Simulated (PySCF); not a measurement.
Circular dichroism: `InChI=1S/C4H8BF/c5-2-3-1-4(3)6/h3-4H,1-2,5H2/t3-,4-/m0/s1`

Molfile (atoms numbered from 1):
```
C4H8BF
     RDKit          3D

 14 14  0  0  0  0  0  0  0  0999 V2000
    1.7495   -1.1116    0.7986 B   0  0  0  0  0  0  0  0  0  0  0  0
    0.2891   -0.5462    0.9047 C   0  0  0  0  0  0  0  0  0  0  0  0
   -0.0351    0.6468    0.0314 C   0  0  2  0  0  0  0  0  0  0  0  0
   -1.4651    0.9499   -0.3366 C   0  0  0  0  0  0  0  0  0  0  0  0
   -0.5162    0.4298   -1.3683 C   0  0  2  0  0  0  0  0  0  0  0  0
   -0.6953   -0.8541   -1.8029 F   0  0  0  0  0  0  0  0  0  0  0  0
    2.0291   -2.0595    1.4222 H   0  0  0  0  0  0  0  0  0  0  0  0
    2.5537   -0.5978    0.1251 H   0  0  0  0  0  0  0  0  0  0  0  0
   -0.4137   -1.3524    0.6718 H   0  0  0  0  0  0  0  0  0  0  0  0
    0.0785   -0.2876    1.9488 H   0  0  0  0  0  0  0  0  0  0  0  0
    0.6234    1.4951    0.1741 H   0  0  0  0  0  0  0  0  0  0  0  0
   -2.2229    0.2646    0.0118 H   0  0  0  0  0  0  0  0  0  0  0  0
   -1.7960    1.9741   -0.4119 H   0  0  0  0  0  0  0  0  0  0  0  0
   -0.1798    1.0482   -2.1910 H   0  0  0  0  0  0  0  0  0  0  0  0
  1  2  1  0
  2  3  1  0
  3  4  1  0
  4  5  1  0
  5  6  1  0
  5  3  1  0
  1  7  1  0
  1  8  1  0
  2  9  1  0
  2 10  1  0
  3 11  1  6
  4 12  1  0
  4 13  1  0
  5 14  1  6
M  END
```

Level of theory: TDDFT CAM-B3LYP/def2-SVPD circular dichroism and optical rotation, one conformer, gas phase in PySCF 2.14.0. Geometry: GFN2-xTB.

The molecule is flexible and this is one conformer; a measurement averages over conformers.

Task: Assign R or S to each stereocentre.

Result: C3 R, C5 S.

Task: Which excitations and rotatory strengths does the calculation give?

Result: Rotatory strengths R in 10⁻⁴⁰ esu² cm², velocity form and length form (origin at the centre of mass); f in length form.
```tsv
state	E (eV)	λ (nm)	f	R (velocity)	R (length)	main
1	5.59	222	0.001	+0.8	+0.8	HOMO→LUMO 0.54, HOMO−1→LUMO 0.26
2	5.99	207	0.0003	+7.6	+7.8	HOMO−2→LUMO 0.83
3	6.53	190	0.005	-18.7	-18.7	HOMO−1→LUMO 0.49, HOMO→LUMO 0.37
4	7.63	162	0.002	-7.8	-8.9	HOMO−3→LUMO 0.69, HOMO−1→LUMO 0.16
5	7.69	161	0.003	-7.8	-7.8	HOMO→LUMO+1 0.56, HOMO→LUMO+2 0.17
6	7.87	158	0.001	+4.8	+5.3	HOMO−1→LUMO+1 0.56, HOMO−1→LUMO+2 0.22
7	8.34	149	0.014	+18.0	+17.8	HOMO−4→LUMO 0.61, HOMO→LUMO+3 0.14
8	8.36	148	0.004	-2.4	-2.1	HOMO→LUMO+3 0.53, HOMO−4→LUMO 0.17
```

Among the states computed, the strongest CD band (largest |R|) is state 3. The largest dissymmetry factor in size, g = 4R/(D+G), with D and G the electric and magnetic dipole strengths, is +0.32 for state 2 (velocity form, f = 0.0002), among bands with |R| over 0.5. The mirror image has the same energies and oscillator strengths and all R with the opposite sign.
